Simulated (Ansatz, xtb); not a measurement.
## F2HInSi2+: which of two structures lies lower

Structure X: a doublet given by its coordinates. Structure Y: a doublet given by its coordinates. Both are gas-phase species (loosely bound parts included), relaxed with B3LYP-D3(BJ)/def2-SVP.

X (Å):

```csv
atom,x (Å),y (Å),z (Å)
F,-2.4757,-0.4959,-2.5250
F,-0.1548,-0.2583,-1.4167
In,-0.4965,1.8314,2.9437
Si,-1.7168,0.0239,-1.2239
Si,-2.4891,1.0181,0.6811
H,-3.9315,0.9929,0.2553
```

Close contacts (Å): F1–Si4 1.59, F2–Si4 1.60, In3–Si5 3.12, Si4–Si5 2.28, Si5–H6 1.50.

Y (Å):

```xyz
6

F    -1.3138    2.5297    5.0653
F    -2.6868    2.1465    0.8193
In   -2.7158    2.4073   -1.5046
Si   -1.4679    2.6227    3.4624
Si   -3.2795    1.5684    2.4052
H    -0.3330    3.4290    2.9196
```

Close contacts (Å): F1–Si4 1.61, F2–In3 2.34, F2–Si5 1.79, Si4–Si5 2.35, Si4–H6 1.49.

Problem. Estimate E(Y) − E(X) at the level CCSD(T)/def2-SVP + ΔMP2/def2-TZVPP.

Solution. Calculated at CCSD(T)/def2-SVP + ΔMP2/def2-TZVPP: E(Y) − E(X) = +42.2 kJ/mol, so structure X lies lower.

How the difference moves with the method:

| level | geometry | E(Y) − E(X) (kJ/mol) | departure from the last row (kJ/mol) | job, with rough time for the two |
| --- | --- | --- | --- | --- |
| B3LYP-D3(BJ)/def2-SVP | B3LYP-D3(BJ)/def2-SVP | +16.5 | −25.7 | optimisation, 2.7 min |
| HF/def2-SVP | B3LYP-D3(BJ)/def2-SVP | +16.2 | −26.0 | part of the CCSD(T) run |
| MP2/def2-SVP | B3LYP-D3(BJ)/def2-SVP | +29.4 | −12.8 | part of the CCSD(T) run |
| CCSD(T)/def2-SVP | B3LYP-D3(BJ)/def2-SVP | +18.4 | −23.9 | single point |
| CCSD(T)/def2-SVP + ΔMP2/def2-TZVPP | B3LYP-D3(BJ)/def2-SVP | +42.2 |  | single point, 86 s |

None of the levels shown reverses the order. The largest departure from CCSD(T)/def2-SVP + ΔMP2/def2-TZVPP is that of HF/def2-SVP, 26.0 kJ/mol. Levels run at GFN2-xTB geometries aren't shown. The last row adds to CCSD(T) the change of the MP2 difference between the two basis sets, here +23.9 kJ/mol, a large step that makes the value less sure.

With harmonic frequencies from B3LYP-D3(BJ)/def2-SVP (ideal gas, rigid rotor, one conformer each, 298.15 K, 1 atm): on the last row, ΔE + ΔZPE = +40.5 kJ/mol. A mode under 50 cm⁻¹ makes harmonic enthalpies and free energies unreliable, so none is given.

Open shells are spin-unrestricted. The correlated steps freeze 16 core orbitals; the filled d shell of In is correlated, in a basis made for valence electrons. Atoms past krypton carry core potentials in the def2 sets and no spin–orbit term is included. Codes used: Ansatz 0.2.0; the last row on 2 threads of Intel(R) Xeon(R) Platinum 8259CL CPU @ 2.50GHz (Skylake/Cascade Lake) on a shared host.
